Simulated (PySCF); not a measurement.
## Electronic structure of Er+ (erbium, charge +1) at the UHF level

Configuration: [Xe] 4f11 6s2, one real determinant (an excited configuration). All numbers are calculated (PySCF 2.14, the spin-free X2C one-electron Hamiltonian (Gaussian nucleus), in ANO-RCC-VTZP).

* Total energy: -13080.615700 hartree
* One-electron energy: -17907.9731 hartree
* Hartree (Coulomb) energy: 5104.5784 hartree
* Exchange energy: -277.2209 hartree
* ⟨S²⟩: 3.7603
* ⟨L²⟩: 34.049
* Sum of ⟨r⟩: 41.21 bohr
* Sum of ⟨r²⟩: 62.06 bohr²
* Traceless quadrupole moment −½Σ⟨3z² − r²⟩ along its main axis: -0.0458 e·bohr²
* Langevin diamagnetic susceptibility: -49.2 ×10⁻⁶ cm³/mol

| shell | electrons | mean orbital energy (hartree) | spread (hartree) | rms radius, mean of both spins (bohr) |
| --- | --- | --- | --- | --- |
| 1s α | 1 | -2123.33918 | 0 | 0.0231 |
| 1s β | 1 | -2123.33816 | 0 | 0.0231 |
| 2s α | 1 | -361.95665 | 0 | 0.0935 |
| 2s β | 1 | -361.95205 | 0 | 0.0935 |
| 2p α | 3 | -320.70878 | 0.00267 | 0.0844 |
| 2p β | 3 | -320.70466 | 0.00239 | 0.0844 |
| 3s α | 1 | -83.66331 | 0 | 0.240 |
| 3s β | 1 | -83.57398 | 0 | 0.240 |
| 3p α | 3 | -70.82037 | 0.01492 | 0.241 |
| 3p β | 3 | -70.71948 | 0.00752 | 0.241 |
| 3d α | 5 | -54.35808 | 0.01901 | 0.221 |
| 3d β | 5 | -54.24937 | 0.02177 | 0.221 |
| 4s α | 1 | -18.09120 | 0 | 0.540 |
| 4s β | 1 | -17.87269 | 0 | 0.540 |
| 4p α | 3 | -13.76223 | 0.02345 | 0.574 |
| 4p β | 3 | -13.52212 | 0.00580 | 0.574 |
| 4d α | 5 | -7.79516 | 0.03761 | 0.629 |
| 4d β | 5 | -7.48644 | 0.07506 | 0.629 |
| 5s α | 1 | -2.87006 | 0 | 1.33 |
| 5s β | 1 | -2.80116 | 0 | 1.33 |
| 5p α | 3 | -1.70651 | 0.00934 | 1.56 |
| 5p β | 3 | -1.65567 | 0.00431 | 1.56 |
| 4f α | 7 | -1.19486 | 0.05386 | 0.846 |
| 4f β | 4 | -1.07082 | 0.07286 | 0.846 |
| 6s α | 1 | -0.45586 | 0 | 3.78 |
| 6s β | 1 | -0.45193 | 0 | 3.78 |

⟨L²⟩ = 34.05 against 42 for a pure I term, so this real determinant mixes terms. Spin-orbit coupling, absent here, splits the open shell strongly.

Densities and radii are taken from the X2C orbitals without a picture-change correction, which distorts them close to the nucleus.

Spin-orbit constants ζ (cm⁻¹) from the X2C one-electron operator on these orbitals: bare nucleus, nucleus screened by l(l+1)(2l+1)/3 electrons, and screened by the Breit-Pauli mean field of the electrons.

```csv
shell,bare,screened nucleus,mean field
2p,4726000,4587000,n/a
3p,1003000,973600,n/a
3d,156400,133400,n/a
4p,221600,215100,n/a
4d,29310,25000,n/a
4f,4529,2664,n/a
5p,28430,27590,n/a
```

To first order the Landé constant is A = -887.9 cm⁻¹, so the lowest level has J = 15/2 and lies 0.991 eV below the centre of the term. This holds in LS coupling only.
